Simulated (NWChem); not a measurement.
Everything below was run with NWChem. System: CH5ClFNSi, charge 0, spin multiplicity 1, at a geometry optimised with PBE/def2-SVP. The structure started from a generated list of species. Level: RHF/def2-TZVP.

Output (cleaned and shortened):

```
             Northwest Computational Chemistry Package (NWChem) 7.3.0
             --------------------------------------------------------

                                NWChem Input Module
                                -------------------

 Scaling coordinates for geometry "geometry" by  1.889725989
 (inverse scale =  0.529177249)

                             Geometry "geometry" -> ""
                             -------------------------

 Output coordinates in angstroms (scale by  1.889725989 to convert to a.u.)

  No.       Tag          Charge          X              Y              Z
 ---- ---------------- ---------- -------------- -------------- --------------
    1 N                    7.0000    -2.51967300     0.17163900     0.79182400
    2 C                    6.0000    -1.47835600    -0.60690100     0.10541200
    3 Si                  14.0000     0.23932200     0.13647600     0.34253000
    4 F                    9.0000     0.14921700     1.69301000    -0.17431400
    5 Cl                  17.0000     1.71850800    -0.81838500    -0.76206300
    6 H                    1.0000    -2.35589500     0.18853100     1.80708900
    7 H                    1.0000    -2.49462100     1.15194700     0.48169300
    8 H                    1.0000    -1.70807600    -0.66532700    -0.98120300
    9 H                    1.0000    -1.49621400    -1.65922700     0.46351300
   10 H                    1.0000     0.65454900     0.18879800     1.78214300

 Effective nuclear repulsion energy (a.u.)     294.8882845747

            Nuclear Dipole moment (a.u.)
            ----------------------------
        X                 Y               Z
 ---------------- ---------------- ----------------
    -0.0000132281    -0.0000037795    -0.0000037795


 Summary of "ao basis" -> "" (spherical)
 ------------------------------------------------------------------------------
       Tag                 Description            Shells   Functions and Types
 ---------------- ------------------------------  ------  ---------------------
 *                         def2-tzvp                  on all atoms

 Summary of "ao basis" -> "ao basis" (spherical)
 ------------------------------------------------------------------------------
       Tag                 Description            Shells   Functions and Types
 ---------------- ------------------------------  ------  ---------------------
 N                         def2-tzvp                11       31   5s3p2d1f
 C                         def2-tzvp                11       31   5s3p2d1f
 Si                        def2-tzvp                13       37   5s5p2d1f
 F                         def2-tzvp                11       31   5s3p2d1f
 Cl                        def2-tzvp                13       37   5s5p2d1f
 H                         def2-tzvp                 4        6   3s1p

                                 NWChem SCF Module
                                 -----------------

  ao basis        = "ao basis"
  functions       =   197
  atoms           =    10
  closed shells   =    29
  open shells     =     0
  charge          =   0.00
  wavefunction    = RHF
  use symmetry    = F
  symmetry adapt  = F

 Summary of "ao basis" -> "ao basis" (spherical)
 ------------------------------------------------------------------------------
       Tag                 Description            Shells   Functions and Types
 ---------------- ------------------------------  ------  ---------------------
 N                         def2-tzvp                11       31   5s3p2d1f
 C                         def2-tzvp                11       31   5s3p2d1f
 Si                        def2-tzvp                13       37   5s5p2d1f
 F                         def2-tzvp                11       31   5s3p2d1f
 Cl                        def2-tzvp                13       37   5s5p2d1f
 H                         def2-tzvp                 4        6   3s1p

 Forming initial guess at       0.2s

      Superposition of Atomic Density Guess
      -------------------------------------

 Sum of atomic energies:        -942.21310349

      Non-variational initial energy
      ------------------------------

 Total energy =    -944.007686
 1-e energy   =   -1888.537199
 2-e energy   =     649.641228
 HOMO         =      -0.281394
 LUMO         =       0.044647

 Starting SCF solution at       7.5s

 ----------------------------------------------
         Quadratically convergent ROHF

 Convergence threshold     :          1.000E-07
 Maximum no. of iterations :          100
 Final Fock-matrix accuracy:          1.000E-09
 ----------------------------------------------

              iter       energy          gnorm     gmax       time
             ----- ------------------- --------- --------- --------
                 1     -943.2387969143  1.13D+00  1.74D-01     14.2
                 2     -943.3105043127  3.68D-01  6.88D-02     27.1
                 3     -943.3212400105  2.24D-02  4.16D-03     43.4
                 4     -943.3213054061  3.01D-04  5.51D-05     67.1
                 5     -943.3213054188  7.81D-08  8.44D-09    108.2

       Final RHF  results
       ------------------

         Total SCF energy =   -943.321305418838
      One-electron energy =  -1891.731530631699
      Two-electron energy =    653.521940638143
 Nuclear repulsion energy =    294.888284574717

        Time for solution =    100.7s

             Final eigenvalues
             -----------------

              1
    1 -104.8378
    2  -68.8572
    3  -26.2907
    4  -15.5670
    5  -11.2671
    6  -10.5670
    7   -8.0336
    8   -8.0327
    9   -8.0327
   10   -6.1973
   11   -4.3048
   12   -4.3040
   13   -4.3031
   14   -1.5832
   15   -1.1890
   16   -1.1049
   17   -0.9124
   18   -0.7595
   19   -0.6876
   20   -0.6696
   21   -0.6631
   22   -0.6377
   23   -0.5920
   24   -0.5486
   25   -0.5405
   26   -0.5189
   27   -0.4830
   28   -0.4724
   29   -0.3864
   30    0.1207
   31    0.1303
   32    0.1514
   33    0.1741
   34    0.1875
   35    0.1988
   36    0.2208
   37    0.2302
   38    0.2560
   39    0.2946

                       ROHF Final Molecular Orbital Analysis
                       -------------------------------------

 Vector   27  Occ=2.000000D+00  E=-4.829688D-01
              MO Center=  1.5D+00, -7.4D-01, -6.6D-01, r^2= 2.0D+00
   Bfn.  Coefficient  Atom+Function         Bfn.  Coefficient  Atom+Function
  ----- ------------  ---------------      ----- ------------  ---------------
   146      0.480988   5 Cl py              149      0.303927   5 Cl py
   143      0.219352   5 Cl py              145      0.199791   5 Cl px
   137     -0.174552   5 Cl py

 Vector   28  Occ=2.000000D+00  E=-4.724270D-01
              MO Center=  1.2D+00, -5.7D-01, -3.1D-01, r^2= 3.3D+00
   Bfn.  Coefficient  Atom+Function         Bfn.  Coefficient  Atom+Function
  ----- ------------  ---------------      ----- ------------  ---------------
   147      0.442862   5 Cl pz              150      0.284977   5 Cl pz
   144      0.203070   5 Cl pz              145      0.193252   5 Cl px
   138     -0.161101   5 Cl pz

 Vector   29  Occ=2.000000D+00  E=-3.864393D-01
              MO Center= -1.8D+00, -1.1D-01,  4.9D-01, r^2= 3.1D+00
   Bfn.  Coefficient  Atom+Function         Bfn.  Coefficient  Atom+Function
  ----- ------------  ---------------      ----- ------------  ---------------
     6      0.293424   1 N  px               12      0.293582   1 N  px
     9      0.274462   1 N  px               36     -0.189355   2 C  s
    37     -0.171980   2 C  px               40     -0.169517   2 C  px
    66     -0.158648   3 Si s                77      0.154406   3 Si px

 Vector   30  Occ=0.000000D+00  E= 1.207412D-01
              MO Center= -1.4D+00,  4.4D-01,  1.2D+00, r^2= 6.5D+00
   Bfn.  Coefficient  Atom+Function         Bfn.  Coefficient  Atom+Function
  ----- ------------  ---------------      ----- ------------  ---------------
     5      1.582694   1 N  s                36      1.390037   2 C  s
   170     -1.190746   6 H  s                80      0.787486   3 Si px
   176     -0.736641   7 H  s               182     -0.515569   8 H  s
    67     -0.394092   3 Si s               135     -0.387573   5 Cl s
   188     -0.378296   9 H  s                81     -0.359466   3 Si py

 Vector   31  Occ=0.000000D+00  E= 1.303079D-01
              MO Center=  1.3D-01, -3.4D-01,  7.1D-01, r^2= 6.6D+00
   Bfn.  Coefficient  Atom+Function         Bfn.  Coefficient  Atom+Function
  ----- ------------  ---------------      ----- ------------  ---------------
    36      3.713291   2 C  s                67     -1.740238   3 Si s
    81      1.420425   3 Si py              188     -1.168523   9 H  s
    80      0.991869   3 Si px              182     -0.972638   8 H  s
    43      0.661042   2 C  px              170     -0.369982   6 H  s
    44     -0.350540   2 C  py              104     -0.316200   4 F  s

 Vector   32  Occ=0.000000D+00  E= 1.514098D-01
              MO Center= -3.2D-01, -2.9D-01, -6.0D-01, r^2= 7.3D+00
   Bfn.  Coefficient  Atom+Function         Bfn.  Coefficient  Atom+Function
  ----- ------------  ---------------      ----- ------------  ---------------
    36      3.058705   2 C  s               182     -1.741774   8 H  s
   188     -1.562598   9 H  s                67     -1.084053   3 Si s
    82      0.923817   3 Si pz              135      0.814013   5 Cl s
   176     -0.647490   7 H  s                80     -0.565286   3 Si px
    45     -0.523431   2 C  pz               44     -0.447698   2 C  py

 center of mass
 --------------
 x =   0.15291958 y =   0.02816263 z =  -0.07431476

 moments of inertia (a.u.)
 ------------------
         459.425003087305         137.359371900541         274.189129578591
         137.359371900541         992.751473621691         -70.835623525331
         274.189129578591         -70.835623525331        1160.645329694459

  Mulliken analysis of the total density
  --------------------------------------

    Atom       Charge   Shell Charges
 -----------   ------   -------------------------------------------------------
    1 N    7     7.55   0.82  1.16  0.52  0.86  0.19  1.47  1.74  0.75  0.01  0.04  0.00
    2 C    6     6.24   0.85  1.12  0.47  0.68  0.06  1.21  1.42  0.31  0.02  0.08  0.01
    3 Si  14    13.15   2.00  0.58  1.39  0.79  0.24  4.12  1.73  0.51  1.04  0.13  0.23  0.29  0.10
    4 F    9     9.43   0.77  1.20  0.59  1.01  0.35  2.24  2.30  0.96  0.00  0.01  0.00
    5 Cl  17    17.31   2.01  0.45  1.52  1.08  0.87  4.18  1.69  1.07  2.89  1.51  0.01  0.03  0.00
    6 H    1     0.77   0.26  0.42  0.06  0.04
    7 H    1     0.76   0.26  0.41  0.05  0.04
    8 H    1     0.87   0.26  0.49  0.10  0.02
    9 H    1     0.88   0.26  0.49  0.10  0.02
   10 H    1     1.05   0.24  0.56  0.24  0.01

       Multipole analysis of the density wrt the origin
       ------------------------------------------------

     L   x y z        total         open         nuclear
     -   - - -        -----         ----         -------
     0   0 0 0     -0.000000      0.000000     58.000000

     1   1 0 0     -0.199914      0.000000     -0.000013
     1   0 1 0     -0.239176      0.000000     -0.000004
     1   0 0 1      0.554403      0.000000     -0.000004

     2   2 0 0    -37.858759      0.000000    450.383702
     2   1 1 0     -1.026173      0.000000    -65.697630
     2   1 0 1      0.278701      0.000000   -141.274231
     2   0 2 0    -34.043215      0.000000    158.745168
     2   0 1 1      0.431685      0.000000     36.724662
     2   0 0 2    -30.901630      0.000000     86.046319

 Task  times  cpu:      108.2s     wall:      108.2s

 Total times  cpu:      108.3s     wall:      108.3s
```

Q: Write an NWChem input that would produce this output.

A: This is not unique; one that fits is 
```
start mol
memory heap 200 mb stack 800 mb global 1000 mb
geometry units angstroms nocenter noautoz noautosym
  N     -2.519673     0.171639     0.791824
  C     -1.478356    -0.606901     0.105412
  Si     0.239322     0.136476     0.342530
  F      0.149217     1.693010    -0.174314
  Cl     1.718508    -0.818385    -0.762063
  H     -2.355895     0.188531     1.807089
  H     -2.494621     1.151947     0.481693
  H     -1.708076    -0.665327    -0.981203
  H     -1.496214    -1.659227     0.463513
  H      0.654549     0.188798     1.782143
end
basis spherical
  * library def2-tzvp
end
scf
  rhf
  nopen 0
  maxiter 100
  thresh 1e-7
  semidirect memsize 60000000 filesize 0
end
task scf energy
```
